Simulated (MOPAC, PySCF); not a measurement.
Stepwise substitution at one centre (Ga OH-SH). Isolated molecules, 0 K electronic values unless said otherwise. One relaxed conformer stands for each flexible species; it need not be the lowest. Strings in code marks are SMILES.

Quantity: vertical ionisation energy (energy after one electron is removed minus that of the parent at the parent's geometry), in eV.

Level 1: B3LYP/6-31G* // B3LYP-D3(BJ)/def2-TZVP (PySCF)
Level 2: minus the HOMO energy of HF/6-31G* // B3LYP-D3(BJ)/def2-TZVP (PySCF)
Level 3: minus the HOMO energy of PBE-D3(BJ)/def2-TZVP // B3LYP-D3(BJ)/def2-TZVP (PySCF)
Level 4: minus the HOMO energy of PM6 // B3LYP-D3(BJ)/def2-TZVP (MOPAC)

```json
[
 {"species": "`[OH][Ga]([OH])[OH]`", "level 1": "10.94", "level 2": "13.17", "level 3": "7.17", "level 4": "12.07"},
 {"species": "`[OH][Ga]([SH])[SH]`", "level 1": "9.55", "level 2": "10.48", "level 3": "6.44", "level 4": "9.71"},
 {"species": "`[OH][Ga]([OH])[SH]`", "level 1": "10.05", "level 2": "10.74", "level 3": "6.58", "level 4": "10.07"}
]
```
